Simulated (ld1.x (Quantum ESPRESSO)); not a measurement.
# chromium: PAW pseudisation with PBEsol, scalar-relativistic reference atom.

The input file (ld1.x (Quantum ESPRESSO) 7.5):

```
&input
   title='Cr', zed=24., rel=1, dft='PBESOL', iswitch=3,
   config='[Ar] 3d5 4s1 4p0',
   nld=3, rlderiv=4.85, eminld=-2.0, emaxld=5.0, deld=0.02
 /
 &inputp
   pseudotype=3, lpaw=.true., tm=.true., lloc=-2, rcloc=2.90,
   nlcc=.true., new_core_ps=.true.,
   which_augfun='BESSEL', rmatch_augfun=1.60,
   file_pseudopw='Cr.UPF', file_wfcaegen='ae.wfc', file_wfcncgen='nc.wfc', file_beta='beta', file_chi='chi', file_wfcusgen='us.wfc'
 /
6
4S  1  0   1.00   0.00  2.50  2.75  0.0
4S  1  0   0.00   1.35  2.50  2.75  0.0
4P  2  1   0.00   0.00  3.65  4.45  0.0
4P  2  1   0.00   4.25  3.65  4.45  0.0
3D  3  2   5.00   0.00  1.45  1.80  0.0
3D  3  2   0.00   3.70  1.45  1.80  0.0
 &test
   configts(1)='3d5 4s1 4p0'
 /
```

Command:

```bash
ld1.x < Cr.in > Cr.out
```

The program printed (shortened: banner, matrices, multipoles, cross overlaps and the repeated all-electron block are left out):

```
Program LD1 v.7.5
     --------------------------- All-electron run ----------------------------

     Cr
     scalar relativistic calculation

     atomic number is 24.00
     dft =PBESOL   lsd =0 sic =0 latt =0  beta=0.20 tr2=1.0E-14
     Exchange-correlation= PBESOL
                           (   1   4  10   8   0   0   0)
     mesh =1183 r(mesh) =  99.18097 a.u. xmin = -7.00 dx = 0.01250
     1 Ry =  13.60569312 eV, c = 137.03599908

     n l     nl                  e(Ry)          e(Ha)          e(eV)
     1 0     1S 1( 2.00)      -431.7567      -215.8784     -5874.3496
     2 0     2S 1( 2.00)       -48.9749       -24.4874      -666.3373
     2 1     2P 1( 6.00)       -41.1803       -20.5902      -560.2872
     3 0     3S 1( 2.00)        -5.4221        -2.7110       -73.7710
     3 1     3P 1( 6.00)        -3.3322        -1.6661       -45.3368
     3 2     3D 1( 5.00)        -0.2152        -0.1076        -2.9284
     4 0     4S 1( 1.00)        -0.2951        -0.1476        -4.0155
     4 1     4P 1( 0.00)        -0.0701        -0.0351        -0.9541

     final scf error:  1.2E-15 reached in  32 iterations

     Etot =   -2098.907094 Ry,   -1049.453547 Ha,  -28557.085811 eV

     Ekin =    2119.885858 Ry,    1059.942929 Ha,   28842.516434 eV
     Encl =   -5011.254271 Ry,   -2505.627136 Ha,  -68181.587773 eV
     Eh   =     887.483924 Ry,     443.741962 Ha,   12074.833926 eV
     Exc  =     -95.022605 Ry,     -47.511302 Ha,   -1292.848398 eV

     normalization and overlap integrals

     s(1S/1S) =  1.000000  <r> =   0.0636  <r2> =    0.0054  r(max) =   0.0417
     s(2S/2S) =  1.000000  <r> =   0.2934  <r2> =    0.1017  r(max) =   0.2428
     s(2P/2P) =  1.000000  <r> =   0.2600  <r2> =    0.0832  r(max) =   0.1988
     s(3S/3S) =  1.000000  <r> =   0.9027  <r2> =    0.9420  r(max) =   0.7764
     s(3P/3P) =  1.000000  <r> =   0.9667  <r2> =    1.1055  r(max) =   0.7961
     s(3D/3D) =  1.000000  <r> =   1.5149  <r2> =    3.3146  r(max) =   0.8369
     s(4S/4S) =  1.000000  <r> =   3.4161  <r2> =   13.6160  r(max) =   2.7441
     s(4P/4P) =  1.000000  <r> =   5.1972  <r2> =   32.6634  r(max) =   3.8940

     ------------------------ End of All-electron run ------------------------

     --------------------- Generating PAW atomic setup --------------------

      Generating local potential from pseudized AE potential:
      Matching radius rcloc =   2.9000
      Enforcing V''(0)=0 (lloc=-2)

      Local pseudo, rcloc= 2.921 Estimated cut-off energy=     3.65 Ry

      Computing core charge for nlcc:

       r > 1.20 : true rho core
      Core charge pseudized with two Bessel functions
      Integrated core pseudo-charge :  10.19
      Wfc-us  4S rcutus= 2.779  Estimated cut-off energy=     5.77 Ry
      Wfc-us  4S rcutus= 2.779  Estimated cut-off energy=     9.75 Ry
      Wfc-us  4P rcutus= 4.468  Estimated cut-off energy=     3.82 Ry
      Wfc-us  4P rcutus= 4.468  Estimated cut-off energy=     8.39 Ry
      Wfc-us  3D rcutus= 1.817  Estimated cut-off energy=    34.89 Ry
      Wfc-us  3D rcutus= 1.817  Estimated cut-off energy=    31.75 Ry

     Required augmentation: BESSEL   radius:    1.600000
     Suggested rho cutoff for augmentation:  38.63 Ry

     Estimated PAW energy = -106.975009 Ryd

     ------------------- End of pseudopotential generation -------------------

     Computing logarithmic derivative in   4.84630
     Computing logarithmic derivative in   4.84630
     Computing the partial wave expansion
     R is outside the sphere for l=    0 j= 0.00
     R is outside the sphere for l=    0 j= 0.00
     R is outside the sphere for l=    1 j= 0.00
     R is outside the sphere for l=    1 j= 0.00
     R is outside the sphere for l=    2 j= 0.00
     R is outside the sphere for l=    2 j= 0.00

     ---------------------- Testing the pseudopotential ----------------------

     Cr
     scalar relativistic calculation

     atomic number is 24.00   valence charge is  6.00
     dft = SLA  PW   PSX  PSC   lsd =0 sic =0 latt =0  beta=0.20 tr2=1.0E-14
     mesh =1183 r(mesh) =  99.18097 xmin = -7.00 dx = 0.01250

     n l     nl             e AE (Ry)        e PS (Ry)    De AE-PS (Ry)
     3 2     3D   1( 5.00)       -0.21523       -0.21524        0.00001
     1 0     4S   1( 1.00)       -0.29513       -0.29514        0.00001
     2 1     4P   1( 0.00)       -0.07013       -0.07014        0.00001

     eps = 7.5E-16  iter =  6

     Etot =   -2098.907094 Ry,   -1049.453547 Ha,  -28557.085811 eV
     Etotps =  -106.975010 Ry,     -53.487505 Ha,   -1455.469160 eV

     Ekin =      48.583590 Ry,      24.291795 Ha,     661.013410 eV
     Encl =     -80.110404 Ry,     -40.055202 Ha,   -1089.957576 eV
     Ehrt =      19.574391 Ry,       9.787196 Ha,     266.323164 eV
     Ecxc =     -95.022587 Ry,     -47.511293 Ha,   -1292.848158 eV
     (Ecc =     -17.536842 Ry,      -8.768421 Ha,    -238.600890 eV)

     ---------------------- End of pseudopotential test ----------------------
```

Generation and configuration tests took about 1.9 s on one core of a shared server CPU.

Transferability test of the new file with ld1.x, input:

```
&input
   title='Cr', zed=24., rel=1, dft='PBESOL', iswitch=2,
   config='[Ar] 3d5 4s1 4p0'
 /
 &test
   file_pseudo='Cr.UPF', nconf=8,
   configts(1)='3d5 4s1 4p0',
   configts(2)='3d5 4s0 4p0',
   configts(3)='3d4 4s0 4p0',
   configts(4)='3d3 4s0 4p0',
   configts(5)='3d2 4s0 4p0',
   configts(6)='3d5.5 4s0.5 4p0',
   configts(7)='3d4 4s1 4p1',
   configts(8)='3d4 4s1 4p0'
 /
```

```bash
ld1.x < Cr.test.in > Cr.test.out
```

Pseudopotential blocks of its output, shortened (energy terms left out; the distinct warnings before each block abridged to one line each):

```
     ---------------------- Testing the pseudopotential ----------------------

     n l     nl             e AE (Ry)        e PS (Ry)    De AE-PS (Ry)
     3 2     3D   1( 5.00)       -0.21523       -0.21524        0.00001
     1 0     4S   1( 1.00)       -0.29513       -0.29514        0.00001
     2 1     4P   1( 0.00)       -0.07013       -0.07014        0.00001

     eps = 7.5E-16  iter =  6

     Etot =   -2098.907094 Ry,   -1049.453547 Ha,  -28557.085811 eV
     Etotps =  -106.975010 Ry,     -53.487505 Ha,   -1455.469160 eV

     ---------------------- End of pseudopotential test ----------------------

          ---------------------- Testing the pseudopotential ----------------------

     n l     nl             e AE (Ry)        e PS (Ry)    De AE-PS (Ry)
     3 2     3D   1( 5.00)       -0.72348       -0.72336       -0.00012
     1 0     4S   1( 0.00)       -0.72336       -0.72531        0.00195
     2 1     4P   1( 0.00)       -0.43085       -0.43397        0.00312

     eps = 9.2E-16  iter =  9

     Etot =   -2098.401970 Ry,   -1049.200985 Ha,  -28550.213258 eV
     Etotps =  -106.469010 Ry,     -53.234505 Ha,   -1448.584675 eV
     dEtot_ae =       0.505123 Ry
     dEtot_ps =       0.506000 Ry,   Delta E=      -0.000877 Ry

     ---------------------- End of pseudopotential test ----------------------

          ---------------------- Testing the pseudopotential ----------------------

     n l     nl             e AE (Ry)        e PS (Ry)    De AE-PS (Ry)
     3 2     3D   1( 4.00)       -1.67673       -1.70310        0.02637  !
     1 0     4S   1( 0.00)       -1.35405       -1.36079        0.00674  !
     2 1     4P   1( 0.00)       -0.97237       -0.99389        0.02153  !

     eps = 1.4E-15  iter =  9

     Etot =   -2097.224933 Ry,   -1048.612467 Ha,  -28534.198853 eV
     Etotps =  -105.282009 Ry,     -52.641004 Ha,   -1432.434703 eV
     dEtot_ae =       1.682160 Ry
     dEtot_ps =       1.693001 Ry,   Delta E=      -0.010841 Ry

     ---------------------- End of pseudopotential test ----------------------

          Warning: n=2, l=1 expected 0 nodes, found 1
     Warning: n=3, l=2 expected 0 nodes, found 1
     ---------------------- Testing the pseudopotential ----------------------

     n l     nl             e AE (Ry)        e PS (Ry)    De AE-PS (Ry)
     3 2     3D   1( 3.00)       -2.87214       -2.97637        0.10422  !
     1 0     4S   1( 0.00)       -2.10962       -2.13815        0.02853  !
     2 1     4P   1( 0.00)       -1.64511       -1.71810        0.07299  !

     eps = 1.9E-17  iter =  7

     Etot =   -2094.968151 Ry,   -1047.484076 Ha,  -28503.493771 eV
     Etotps =  -102.965350 Ry,     -51.482675 Ha,   -1400.914959 eV
     dEtot_ae =       3.938942 Ry
     dEtot_ps =       4.009660 Ry,   Delta E=      -0.070718 Ry

     ---------------------- End of pseudopotential test ----------------------

          ---------------------- Testing the pseudopotential ----------------------

     n l     nl             e AE (Ry)        e PS (Ry)    De AE-PS (Ry)
     3 2     3D   1( 2.00)       -4.25988       -4.51413        0.25425  !
     1 0     4S   1( 0.00)       -2.96610       -3.05880        0.09270  !
     2 1     4P   1( 0.00)       -2.42671       -2.59316        0.16646  !

     eps = 8.4E-15  iter =  5

     Etot =   -2091.416819 Ry,   -1045.708410 Ha,  -28455.175436 eV
     Etotps =   -99.240934 Ry,     -49.620467 Ha,   -1350.241694 eV
     dEtot_ae =       7.490274 Ry
     dEtot_ps =       7.734076 Ry,   Delta E=      -0.243802 Ry

     ---------------------- End of pseudopotential test ----------------------

          ---------------------- Testing the pseudopotential ----------------------

     n l     nl             e AE (Ry)        e PS (Ry)    De AE-PS (Ry)
     3 2     3D   1( 5.50)       -0.14277       -0.14136       -0.00141
     1 0     4S   1( 0.50)       -0.27253       -0.27384        0.00130
     2 1     4P   1( 0.00)       -0.06094       -0.06223        0.00129

     eps = 7.6E-15  iter = 10

     Etot =   -2098.853951 Ry,   -1049.426976 Ha,  -28556.362771 eV
     Etotps =  -106.921063 Ry,     -53.460532 Ha,   -1454.735176 eV
     dEtot_ae =       0.053142 Ry
     dEtot_ps =       0.053947 Ry,   Delta E=      -0.000804 Ry

     ---------------------- End of pseudopotential test ----------------------

          ---------------------- Testing the pseudopotential ----------------------

     n l     nl             e AE (Ry)        e PS (Ry)    De AE-PS (Ry)
     3 2     3D   1( 4.00)       -0.54787       -0.56003        0.01216  !
     1 0     4S   1( 1.00)       -0.42843       -0.42668       -0.00175
     2 1     4P   1( 1.00)       -0.15516       -0.15366       -0.00150

     eps = 7.6E-15  iter = 15

     Etot =   -2098.647195 Ry,   -1049.323598 Ha,  -28553.549710 eV
     Etotps =  -106.709029 Ry,     -53.354514 Ha,   -1451.850296 eV
     dEtot_ae =       0.259899 Ry
     dEtot_ps =       0.265982 Ry,   Delta E=      -0.006083 Ry

     ---------------------- End of pseudopotential test ----------------------

          ---------------------- Testing the pseudopotential ----------------------

     n l     nl             e AE (Ry)        e PS (Ry)    De AE-PS (Ry)
     3 2     3D   1( 4.00)       -1.01642       -1.03476        0.01834  !
     1 0     4S   1( 1.00)       -0.83831       -0.84014        0.00184
     2 1     4P   1( 0.00)       -0.51406       -0.51944        0.00538  !

     eps = 9.8E-15  iter =  9

     Etot =   -2098.318407 Ry,   -1049.159204 Ha,  -28549.076322 eV
     Etotps =  -106.379591 Ry,     -53.189796 Ha,   -1447.368072 eV
     dEtot_ae =       0.588687 Ry
     dEtot_ps =       0.595419 Ry,   Delta E=      -0.006732 Ry

     ---------------------- End of pseudopotential test ----------------------
```
